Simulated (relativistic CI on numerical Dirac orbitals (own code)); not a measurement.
Pd4+ (4d6) in a crystal field

Calculated by Dirac-Coulomb-Breit CI, KLI orbitals optimised for each configuration, model QED (radiative potential, 1s self-energy scaled to tabulated hydrogen-like ionisation energies), valence Slater integrals scaled by 0.65, one configuration in a parametric crystal field (own radial code).

Field parameters in Wybourne normalisation: D4h B²₀ = −7Ds, B⁴₀ = 21(Dq − Dt), B⁴₄ = 21√(5/14) Dq. The field is a parameter set, without covalency.

S is read from ⟨S²⟩ = S(S + 1).

Levels (cm⁻¹, degeneracy): 0 (1), 17446 (1), 17708 (2), 20591 (1), 21499 (1), 21971 (2), 22787 (1), 22878 (1), 25857 (2), 25903 (1), 28451 (2), 28944 (1).

(1) Which field gives this pattern?
A. D4h, 10Dq = 33550, Ds = 1770, Dt = 220 cm⁻¹
B. D4h, 10Dq = 33550, Ds = 550, Dt = 220 cm⁻¹
C. D4h, 10Dq = 33550, Ds = 3000, Dt = 220 cm⁻¹
D. D4h, 10Dq = 33550, Ds = -1500, Dt = 220 cm⁻¹

Results:

(1) C. D4h, 10Dq = 33550, Ds = 3000, Dt = 220 cm⁻¹, ground level with S = 0.05.
